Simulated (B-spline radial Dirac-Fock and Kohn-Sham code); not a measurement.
Elastic and transport cross sections of iodine for electrons

Calculated with a radial finite-basis atomic code, using relativistic (Dirac) partial waves in the static field of the Dirac-Fock atom with Furness-McCarthy exchange, without polarisation or absorption potentials. σ_tr1 and σ_tr2 weight the cross section with 1 − P₁ and 1 − P₂ of cos θ; "backward" is the share scattered beyond 90°.

| energy (eV) | σ (a₀²) | σ_tr1 (a₀²) | σ_tr2 (a₀²) | σ/σ_tr1 | backward (%) |
| --- | --- | --- | --- | --- | --- |
| 1790 | 7.59 | 1.06 | 1.19 | 7.13 | 5.2 |
| 1830 | 7.51 | 1.04 | 1.17 | 7.25 | 5.1 |
| 2000 | 7.17 | 0.925 | 1.08 | 7.76 | 4.7 |
| 2340 | 6.61 | 0.754 | 0.927 | 8.77 | 4.1 |
| 3000 | ? | ? | ? | ? | ? |
| 3270 | 5.53 | 0.481 | 0.663 | 11.5 | 3.0 |
| 3380 | 5.43 | 0.460 | 0.640 | 11.8 | 2.9 |
| 3610 | 5.24 | 0.420 | 0.597 | 12.5 | 2.7 |
| 4310 | 4.74 | 0.328 | 0.491 | 14.5 | 2.3 |
| 5000 | 4.36 | 0.265 | 0.415 | 16.4 | 1.9 |

Q: Fill in the row for 3 keV.

A: σ = 5.79 a₀², σ_tr1 = 0.541 a₀², σ_tr2 = 0.724 a₀², σ/σ_tr1 = 10.7, backward 3.3 %. The ratio σ/σ_tr1 is roughly the number of elastic collisions that randomise the direction.
